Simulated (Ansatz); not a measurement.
Question: Name a neutral molecule of Se, Sn and H with HOMO–LUMO gap (ωB97M-V/def2-TZVPP) between 8.70 and 9.00 eV and HOMO–LUMO gap (PBE/def2-TZVPP) between 2.75 and 3.05 eV (Ansatz, PBE0-D4/def2-TZVP geometry).

Answer: `[SeH][Sn]([SeH])([SeH])[SeH]` (8.75 eV, 2.98 eV). Other molecules can fit too; these were computed, each in one conformer that needn't be the lowest.
